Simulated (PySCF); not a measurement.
The dipole of `FCc1cnoc1` from its density and from atomic charges.

Coordinates (GFN2-xTB, Å) and charges (e) from the PBE0/pcSseg-1 density (PySCF):

| atom | x | y | z | Mulliken | IAO | Hirshfeld | ESP-fitted |
| --- | --- | --- | --- | --- | --- | --- | --- |
| F1 | -2.021 | 0.056 | 1.171 | -0.3370 | -0.3275 | -0.1327 | -0.1952 |
| C2 | -1.493 | -0.002 | -0.102 | +0.3383 | +0.0342 | +0.0262 | -0.0362 |
| C3 | -0.006 | -0.017 | -0.048 | -0.5441 | -0.1135 | -0.0503 | -0.1910 |
| C4 | 0.886 | 1.087 | -0.037 | +0.1935 | -0.0539 | -0.0067 | +0.2499 |
| N5 | 2.120 | 0.683 | 0.046 | -0.1274 | -0.1209 | -0.1116 | -0.3872 |
| O6 | 2.099 | -0.665 | 0.099 | -0.2621 | -0.1270 | -0.0186 | -0.0441 |
| C7 | 0.840 | -1.089 | 0.047 | +0.2988 | +0.0404 | +0.0339 | +0.1108 |
| H8 | -1.861 | 0.882 | -0.632 | +0.1082 | +0.1507 | +0.0522 | +0.1140 |
| H9 | -1.883 | -0.916 | -0.559 | +0.1068 | +0.1497 | +0.0507 | +0.1153 |
| H10 | 0.656 | 2.132 | -0.090 | +0.1043 | +0.1821 | +0.0763 | +0.1172 |
| H11 | 0.669 | -2.147 | 0.078 | +0.1206 | +0.1856 | +0.0805 | +0.1465 |

Q: Form Σ q r in debye for every column and set it beside the full dipole.

A: The full density gives (-1.96, -0.78, -1.71) D, 2.72 D in size; dipole vectors point from the negative to the positive end.

```json
{"scheme": "Mulliken", "μx": "-2.27", "μy": "-0.37", "μz": "-2.67", "size (D)": "3.52", "share of the full size (%)": "129", "angle to the full dipole (°)": "14"}
{"scheme": "IAO", "μx": "-1.17", "μy": "-0.63", "μz": "-2.77", "size (D)": "3.07", "share of the full size (%)": "113", "angle to the full dipole (°)": "26"}
{"scheme": "Hirshfeld", "μx": "-0.54", "μy": "-0.60", "μz": "-1.07", "size (D)": "1.34", "share of the full size (%)": "49", "angle to the full dipole (°)": "23"}
{"scheme": "ESP-fitted", "μx": "-1.94", "μy": "-0.78", "μz": "-1.81", "size (D)": "2.77", "share of the full size (%)": "102", "angle to the full dipole (°)": "2"}
```

Q: Which set comes closest?

A: Length of the difference vector: ESP-fitted 0.10 D, Mulliken 1.08 D, IAO 1.33 D, Hirshfeld 1.57 D. Closest: ESP-fitted. 

Q: What is left for the Hirshfeld atoms' own dipoles?

A: The Hirshfeld atoms' densities add up to the full density, so μ = Σ q r + Σ (atomic dipoles). The atomic dipoles sum to (-1.96, -0.78, -1.71) − (-0.54, -0.60, -1.07) = (-1.42, -0.18, -0.64) D, 1.57 D in size.

Q: With the origin at the mean of the coordinates, (0.000, 0.000, -0.002) Å, which are the largest single terms, by size, of the ESP-fitted dipole along the direction of the full one?

A: N5 +3.27, C4 -1.12, H9 +1.09, H8 +0.81, F1 -0.66 D; all 11 atoms together +2.76 D. The single terms depend on the origin, their sum doesn't.

Q: Give the size of the full dipole in other units.

A: 2.72 D = 1.070 au = 0.566 e·Å = 9.07 × 10⁻³⁰ C·m.

One conformer (not necessarily the lowest) at the GFN2-xTB geometry, without solvent, vibrations or thermal averaging.

Conformer computed: `[F:1][CH2:2][c:3]1[cH:4][n:5][o:6][cH:7]1`: F1–C2–C3–C4 -89°.
